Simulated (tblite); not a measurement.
Species: C6H8F2OS.
SMILES with atom numbers: `[CH3:1][C@:2]1([O:3][CH:4]([F:5])[F:6])[CH2:7][CH2:8][C:9]1=[S:10]` (hydrogens: H11, H12, H13 on C1; H14 on C4; H15, H16 on C7; H17, H18 on C8)

Cartesian coordinates in Å at the GFN2-xTB level; atoms count from 1:
```xyz
18
C6H8F2OS angstrom
C      0.0509    1.3657    0.8814
C     -0.0719    0.2082   -0.1000
O      1.1136    0.0330   -0.8790
C      2.2524   -0.2674   -0.2227
F      2.9546    0.8554    0.0977
F      3.0470   -0.9630   -1.0516
C     -1.3082    0.2441   -1.0263
C     -1.8921   -0.9758   -0.2917
C     -0.6370   -1.0635    0.5181
S     -0.0854   -2.1011    1.6158
H      0.3475    2.2643    0.3454
H     -0.9037    1.5361    1.3718
H      0.7980    1.1466    1.6414
H      2.1212   -0.8486    0.7068
H     -1.8911    1.1580   -0.9632
H     -1.0358    0.0483   -2.0589
H     -2.0871   -1.8554   -0.9042
H     -2.7815   -0.7787    0.3073
```

Computed values, GFN2-xTB/tblite, gas phase, harmonic and unscaled. Against measured fundamentals such values can be off by several per cent, at times by over 20. One conformer, not necessarily the lowest.

Harmonic wavenumbers (cm⁻¹): 47.5, 51.8, 70.3, 126.7, 173.8, 191.5, 232.5, 297.7, 320.3, 391.1, 453.9, 481.1, 500.9, 577.3, 608.2, 743.3, 762.2, 906.3, 936.3, 966.8, 976.6, 1003.5, 1022.1, 1042.4, 1069.8, 1126.5, 1141.9, 1149.4, 1175.8, 1189.2, 1213.9, 1253.7, 1266.4, 1291.7, 1345.1, 1394.8, 1414.7, 1453.2, 1470.8, 1480.0, 2878.1, 2977.0, 2998.6, 3037.3, 3040.5, 3042.5, 3049.3, 3052.1.

A = 1566, B = 853.6, C = 719.4 MHz; mass 166.026 u (most abundant isotopes); point group C1, symmetry number 1.

Task: What is the zero-point energy?

Result: Half the sum of the wavenumbers: 28698 cm⁻¹ = 82.05 kcal/mol.

Task: Give the ideal-gas entropy at 200 K and 1 bar in the rigid-rotor, harmonic-oscillator model (classical rotation).

Result: Translation 39.27, rotation 29.00, vibration 21.49: S = 89.8 cal/(mol K).

Task: And Cp and H(200 K) − H(0)?

Result: Cp = 29.40 cal/(mol K), of which vibrations give 21.45 (their classical limit is 48 R = 95.4); H(200 K) − H(0) = 3.85 kcal/mol without the zero-point energy, 2.26 from vibrations.

Task: How do the functions run with temperature in this model?

Result: 
| T (K) | S (cal/(mol K)) | Cp (cal/(mol K)) | H − H(0) (kcal/mol) | G − H(0) (kcal/mol) | ln q(vib) |
| --- | --- | --- | --- | --- | --- |
| 100 | 73.1 | 19.8 | 1.39 | -5.92 | 2.19 |
| 300 | 103.5 | 39.3 | 7.29 | -23.78 | 7.91 |
| 500 | 128.1 | 57.4 | 17.05 | -47.00 | 13.28 |
| 800 | 159.1 | 74.0 | 37.01 | -90.24 | 20.86 |
| 1000 | 176.3 | 80.7 | 52.52 | -123.82 | 25.51 |

q(vib) and H(0) count from the zero-point level.

Task: What must be added to the electronic energy to get the Gibbs energy at 200 K and 1 bar?

Result: ZPE + [H(200 K) − H(0)] − T·S = 82.05 + 3.85 − 17.95 = 67.95 kcal/mol.

Task: Which modes carry the vibrational entropy at 200 K?

Result: 47.5 cm⁻¹: 4.13; 51.8 cm⁻¹: 3.96; 70.3 cm⁻¹: 3.36; 126.7 cm⁻¹: 2.24; 173.8 cm⁻¹: 1.67; 191.5 cm⁻¹: 1.50 cal/(mol K); the other 42 give 4.63 together.

Hindered rotation and anharmonicity are outside this model. Other conformers, if any are populated, would add a mixing term that is left out. The structure is chiral; the term R ln 2 for an equal mix with its mirror image is left out.
